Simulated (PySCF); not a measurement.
SMILES C#C[Si](O)(C#C)OC at its CAM-B3LYP/def2-SVP optimised geometry (Å):

```
14

C     -2.4444    -1.0196     2.4627
C     -2.0685    -0.4043     1.4892
Si    -1.4972     0.4932     0.0000
O     -2.0735     2.0297     0.0000
C      0.3332     0.4932     0.0000
C      1.5445     0.4709    -0.0100
O     -2.0716    -0.2280    -1.3630
C     -1.8488    -1.5449    -1.7997
H     -2.7793    -1.5597     3.3303
H     -2.6198     2.2828    -0.7519
H      2.6198     0.4580    -0.0162
H     -2.2238    -2.2828    -1.0698
H     -2.3827    -1.6959    -2.7489
H     -0.7760    -1.7392    -1.9705
```

Level of theory: PySCF with CAM-B3LYP/def2-TZVP.

Map of the electrostatic potential (hartree/e), clipped to [-0.08, 0.12] on the plane z = 0.6 Å:

```
|-----::::::::::::----------|
|-----:::::::::::::---------|
|----:::::::::::::::--------|
|---::::.....:::::::--------|
|---:::..   ..::::::--------|
|---::..     ..:::::--------|
|--:::..--. .....:::--------|
|--::..=@@#::::...::--------|
|--::..*@@@*+--:..:---=====-|
|-:::::+@@@@@*+=--=++++=====|
|-::::-#@@@@@@@@@@@@%#*++===|
|-::--+@@@@@@@@@@@@@@@@*+===|
|:::--*@@@@@@@@@@@@@@@@#+===|
|::::-*@@@@@@@@@@@@@@@%*+===|
|::::-+@@@@@@%%#++%%***++===|
|:::::=#@@@@%+=-::-=========|
|::::::=*##*+=-::::---=====-|
|-::::::-===---::::---------|
|--::::::-----:::::---------|
|----:::-------:::----------|
|---------------------------|
|---------------------------|
|---------------------------|
|---------------------------|
|---------------------------|
|---------------------------|
|---------------------------|
```
Scale: ten equal steps from -0.064 (start of ' ') to 0.120 (end of '@'), in the order ' .:-=+*#%@'; x runs from -5.00 to 5.00, y from -5.00 (bottom) to 5.00 (top).
